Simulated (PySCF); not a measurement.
HCl3HfO, triplet, at a GFN2-xTB geometry (such geometries of metal compounds can be far from the true shape) (the multiplicity is a formal guess) (core potentials on Hf). Base run: DF-HF/def2-SVP run with PySCF.

PySCF was given this input:
```python
from pyscf import gto, scf

mol = gto.Mole()
mol.atom = '''
    Hf   -0.253917    0.023804   -0.007038
    Cl    2.053705   -0.284852   -0.145681
    Cl    0.784120    0.821689    1.986196
    Cl   -0.681395   -0.857582   -2.040981
    O    -1.963154    0.438220    0.503379
    H    -2.672031    0.233031   -0.112376
'''
mol.basis = 'def2-svp'
mol.ecp = {'Hf': 'def2-svp'}
mol.charge = 0
mol.spin = 2
mol.verbose = 4
mol.build()

mf = scf.UHF(mol)
mf = mf.density_fit(auxbasis='def2-universal-jkfit')
mf.kernel()
```

Each row names what was changed in the base input (with any setting that the change needs).

```json
[
 {"change": "base", "E (Eh)": "-1501.04821", "HOMO (eV)": "-8.12", "dipole (D)": "0.76", "<S^2>": "2.023", "core-seconds (rough)": "2"},
 {"change": "functional = tpssh", "E (Eh)": "-1504.11366", "HOMO (eV)": "-4.88", "dipole (D)": "0.61", "<S^2>": "2.004", "core-seconds (rough)": "20"},
 {"change": "functional = m062x", "E (Eh)": "-1503.91346", "HOMO (eV)": "-6.52", "dipole (D)": "0.61", "<S^2>": "2.006", "core-seconds (rough)": "20"},
 {"change": "functional = blyp; dispersion = d3zero", "E (Eh)": "-1504.03081", "HOMO (eV)": "-4.13", "dipole (D)": "0.56", "<S^2>": "2.002", "core-seconds (rough)": "10"},
 {"change": "functional = mn15", "E (Eh)": "-1503.56127", "HOMO (eV)": "-6.04", "dipole (D)": "0.56", "<S^2>": "2.005", "core-seconds (rough)": "20"},
 {"change": "functional = wb97x", "E (Eh)": "-1504.05311", "HOMO (eV)": "-7.35", "dipole (D)": "0.65", "<S^2>": "2.007", "core-seconds (rough)": "10"},
 {"change": "functional = b3lyp5", "E (Eh)": "-1503.85415", "HOMO (eV)": "-5.05", "dipole (D)": "0.50", "<S^2>": "2.004", "core-seconds (rough)": "10"},
 {"change": "functional = blyp", "E (Eh)": "-1504.02627", "HOMO (eV)": "-4.13", "dipole (D)": "0.56", "<S^2>": "2.002", "core-seconds (rough)": "20"},
 {"change": "functional = pbe0; dispersion = d4", "E (Eh)": "-1503.53284", "HOMO (eV)": "-5.44", "dipole (D)": "0.56", "<S^2>": "2.006", "core-seconds (rough)": "10"},
 {"change": "functional = wb97x_v", "E (Eh)": "-1503.80469", "HOMO (eV)": "-7.45", "dipole (D)": "0.65", "<S^2>": "2.006", "core-seconds (rough)": "200"},
 {"change": "functional = pbe", "E (Eh)": "-1503.45220", "HOMO (eV)": "-4.36", "dipole (D)": "0.63", "<S^2>": "2.003", "core-seconds (rough)": "20"},
 {"change": "functional = m06l", "E (Eh)": "-1504.09995", "HOMO (eV)": "-4.42", "dipole (D)": "0.67", "<S^2>": "2.005", "core-seconds (rough)": "30"},
 {"change": "functional = camb3lyp", "E (Eh)": "-1504.03827", "HOMO (eV)": "-6.56", "dipole (D)": "0.56", "<S^2>": "2.006", "core-seconds (rough)": "10"}
]
```

Totals shift with the method and basis; they matter in differences.

Open shells are given as the SCF converged; they aren't shown to be the lowest states, and a large step between rows can be another state.
